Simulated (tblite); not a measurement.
Species: C6H13O (doublet state).
SMILES with atom numbers: `[CH3:1][CH:2][CH2:3][C@H:4]([OH:5])[CH2:6][CH3:7]` (hydrogens: H8, H9, H10 on C1; H11 on C2; H12, H13 on C3; H14 on C4; H15 on O5; H16, H17 on C6; H18, H19, H20 on C7)

Structure optimised with GFN2-xTB, isolated species. This method treats the open shell by occupation alone, without spin polarisation.

Problem. What internal coordinates does the optimisation give?

Solution. 
```csv
bond,length (Å),order
C1–C2,1.478,single
C2–C3,1.474,single
C3–C4,1.556,single
C4–O5,1.408,single
C4–C6,1.532,single
C6–C7,1.524,single
"C1–H8, C1–H9",1.090,single
C1–H10,1.098,single
C2–H11,1.077,single
C3–H12,1.094,single
C3–H13,1.098,single
C4–H14,1.095,single
O5–H15,0.965,single
C6–H16,1.095,single
C6–H17,1.091,single
"C7–H18, C7–H19, C7–H20",1.088,single
```

Bonds in one row agree within 0.01 Å and their mean is given. Orders are formal, as drawn. A selection of angles:
```csv
angle,degrees
C2–C1–H8,111.3
H8–C1–H9,109.0
H8–C1–H10,106.3
H9–C1–H10,107.5
C1–C2–C3,123.1
C1–C2–H11,118.6
C3–C2–H11,118.3
C2–C3–C4,112.9
C2–C3–H12,110.4
C2–C3–H13,110.9
C4–C3–H12,108.5
C4–C3–H13,105.8
H12–C3–H13,108.2
C3–C4–O5,110.8
C3–C4–C6,110.6
C3–C4–H14,108.9
O5–C4–C6,111.9
O5–C4–H14,104.8
C6–C4–H14,109.6
C4–O5–H15,108.3
C4–C6–C7,111.8
C4–C6–H16,108.9
C4–C6–H17,108.2
C7–C6–H16,109.7
C7–C6–H17,110.2
H16–C6–H17,108.0
C6–C7–H18,110.4
C6–C7–H20,110.6
H18–C7–H19,108.2
H18–C7–H20,108.6
```

Torsions: C1–C2–C3–C4 -116° (anticlinal); C2–C3–C4–O5 -173° (antiperiplanar); C3–C4–C6–C7 -174° (antiperiplanar); H15–O5–C4–C3 -66° (synclinal).

C2 (carbon bonded to 2 C and H) is planar (angles 123.1°, 118.6° and 118.3°, sum 360.0°, 0.01 Å off the plane of its three neighbours). The C–C distances run from 1.474 Å (C2–C3, drawn single) to 1.556 Å (C3–C4, drawn single), a spread of 0.082 Å. Of the pairs four or more bonds apart, C2···H17 is among the closest relative to their van der Waals radii: 2.60 Å, 90 % of the sum of Bondi's values.

Point group: C1 (no symmetry element, even within 0.4 Å). Its GFN2-xTB frequencies are all real (lowest 39 cm⁻¹). Torsions: C1–C2–C3–C4 -116°, C2–C3–C4–O5 -173°, C3–C4–O5–H -66°, C3–C4–C6–C7 -174°.

One conformer stands for the species.

All values are computed, not measured.
